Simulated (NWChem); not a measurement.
# ZnH2SO; SMILES [OH][Zn][SH]

```xyz
5

Zn     0.0584     0.3831    -0.0085
O     -0.0604     2.1329     0.2473
H      0.2280     2.6754    -0.4932
S      0.1302    -1.7752    -0.2002
H      1.3494    -1.8556     0.3804
```
Atoms are numbered in this order, from 1.

Level: PBE0/def2-SVP (NWChem), optimised geometry, unscaled harmonic frequencies. 

Problem. List the harmonic frequencies with IR intensities, and the thermochemistry.

Solution. 
```csv
frequency (cm⁻¹),IR intensity (km/mol)
119,35.6
124,18.0
155,64.4
384,5.7
642,0.5
687,155.1
744,15.3
2705,0.9
3917,54.3
```

| Property | Result |
|---|---|
| zero-point energy | 13.5 kcal/mol |
| thermal correction to the enthalpy at 298.15 K (with zero-point energy) | 17.6 kcal/mol |
| heat capacity Cv | 15.8 cal/(mol K) |
| entropy at 298.15 K and 1 atm (symmetry number 1) | 73.8 cal/(mol K) |
| dipole moment | 1.71 D |

Rigid rotor and harmonic oscillator.
